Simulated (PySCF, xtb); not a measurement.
Zn(OH) (HOZn), SMILES [OH][Zn+], charge +1.

GFN2-xTB (xtb) at its own geometry gives an orbital gap of 2.45 eV.

The structure is a stationary point at B3LYP-D3(BJ)/def2-TZVP. The multiplicity is an assumed one; other spin states were not compared. The isomer is the one that the SMILES or the coordinates give; other isomers of the formula were not compared.

Problem. What does PBE0/def2-TZVPD in PySCF give? (The exact figures need the calculation; the answer reports its results.)

Solution. gap 3.98 eV (levels -14.95 and -10.97 eV).
